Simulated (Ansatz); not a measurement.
One change: `[NH]=[V]([NH2])([NH2])[Cl]` becomes `[NH]=[V]([NH2])([OH])[Cl]`.

Ansatz, PBE0-D4/def2-TZVP geometries, multiplicity 1. Each molecule was computed in one conformer, which needn't be the lowest.

Scalar relativity is left out up to krypton.

```json
{"property": "LUMO energy (ωB97M-V/def2-TZVPP) / eV", "`[NH]=[V]([NH2])([NH2])[Cl]`": "0.32"}
{"property": "LUMO energy (PBE/def2-TZVPP) / eV", "`[NH]=[V]([NH2])([NH2])[Cl]`": "-2.71"}
{"property": "size of the dipole moment (ωB97M-V/def2-TZVPP) / D", "`[NH]=[V]([NH2])([NH2])[Cl]`": "3.28"}
{"property": "HOMO energy (B3LYP/def2-TZVPP) / eV", "`[NH]=[V]([NH2])([NH2])[Cl]`": "-7.04"}
{"property": "LUMO energy (B3LYP/def2-TZVPP) / eV", "`[NH]=[V]([NH2])([NH2])[Cl]`": "-2.10"}
{"property": "zero-point energy (PBE0-D4/def2-TZVP) / kJ/mol", "`[NH]=[V]([NH2])([NH2])[Cl]`": "174.1"}
```

(1) Give the same properties after the change, and the shifts. (An estimate is asked.)

Answers

(1) Ansatz gave: 
```json
{"property": "LUMO energy (ωB97M-V/def2-TZVPP) / eV", "`[NH]=[V]([NH2])([OH])[Cl]`": "0.06", "shift": "-0.26"}
{"property": "LUMO energy (PBE/def2-TZVPP) / eV", "`[NH]=[V]([NH2])([OH])[Cl]`": "-3.02", "shift": "-0.31"}
{"property": "size of the dipole moment (ωB97M-V/def2-TZVPP) / D", "`[NH]=[V]([NH2])([OH])[Cl]`": "3.54", "shift": "0.26"}
{"property": "HOMO energy (B3LYP/def2-TZVPP) / eV", "`[NH]=[V]([NH2])([OH])[Cl]`": "-7.57", "shift": "-0.53"}
{"property": "LUMO energy (B3LYP/def2-TZVPP) / eV", "`[NH]=[V]([NH2])([OH])[Cl]`": "-2.40", "shift": "-0.30"}
{"property": "zero-point energy (PBE0-D4/def2-TZVP) / kJ/mol", "`[NH]=[V]([NH2])([OH])[Cl]`": "143.5", "shift": "-30.6"}
```

With PBE0 the HOMO falls by 0.54 eV and the LUMO falls by 0.29 eV, so the gap widens by about 0.25 eV. PBE moves the HOMO by -0.48 eV and ωB97M-V by -0.56 eV. The zero-point energy changes by -30.6 kJ/mol with -3 modes. Dipoles are sizes alone; their direction can turn.

B3LYP here is the variant with VWN-RPA as its local correlation; programs differ in this.
